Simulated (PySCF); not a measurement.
Geometry:
```csv
atom,x (Å),y (Å),z (Å)
C1,-2.050,-1.099,0.053
C2,-2.439,0.385,0.124
Si3,-0.922,1.223,-0.622
N4,0.129,-0.115,-0.249
C5,1.532,-0.227,-0.427
C6,2.401,0.984,-0.280
C7,2.453,-0.098,0.758
C8,-0.560,-1.236,0.369
H9,-2.227,-1.468,-0.971
H10,-2.656,-1.725,0.727
H11,-2.548,0.717,1.171
H12,-3.390,0.596,-0.387
H13,-1.029,1.532,-2.086
H14,-0.546,2.508,0.054
H15,1.849,-0.951,-1.195
H16,3.246,1.094,-0.965
H17,1.922,1.928,-0.005
H18,3.339,-0.736,0.809
H19,1.980,0.110,1.722
H20,-0.168,-2.192,-0.023
H21,-0.392,-1.257,1.466
```

Geometry: PBE0-D3(BJ)/def2-SVP; GIAO shifts from PySCF 2.14.0 with density-fitted response routines, gas phase, non-relativistic, averaged over equivalent atoms.

At B97-2/pcSseg-1 (208 basis functions, 27 s wall time on 1 thread of an Arm Neoverse V2, shared host):
```csv
atoms,δ (ppm)
C8,52.5
C5,29.8
C1,29.0
C2,9.7
C6/C7,8.6
Si3,-28.1
N4,41.1
H13/H14,4.66
H20/H21,2.68
H15,2.18
H9/H10,1.83
H11/H12,0.80
H17/H19,0.47
H16/H18,0.43
```

Shifts are taken against calculated references (same method and geometry level): ¹³C (σref 183.69), ²⁹Si (σref 357.41), ¹H (σref 31.38) vs TMS; NH3 for ¹⁵N (σref 262.91).

What do these become at PBE0/pcSseg-1?

Answers


```csv
atoms,δ at PBE0/pcSseg-1,change
C8,52.8,+0.3
C5,30.1,+0.3
C1,28.8,-0.2
C2,9.4,-0.3
C6/C7,8.6,+0.0
Si3,-27.4,+0.7
N4,42.5,+1.4
H13/H14,4.76,+0.10
H20/H21,2.67,-0.01
H15,2.19,+0.01
H9/H10,1.84,+0.01
H11/H12,0.82,+0.02
H17/H19,0.48,+0.01
H16/H18,0.43,+0.00
```

Chemical shifts δ = σref − σ; ¹³C (184.41 ppm) and ²⁹Si (351.99 ppm) and ¹H (31.27 ppm) against TMS; ¹⁵N (265.67 ppm) vs NH3, all at this level.

The largest change is at N4 (nitrogen bonded to 2 C, Si, in a 5-membered ring). Cost: 208 basis functions, 36 s wall time on 1 thread of an Arm Neoverse V2, shared host. The order of the carbon signals is the same at both levels.

Experimental scales use liquid or dissolved standards, which lie at an offset from isolated NH3 (liquid NH3: subtract about 20 ppm).
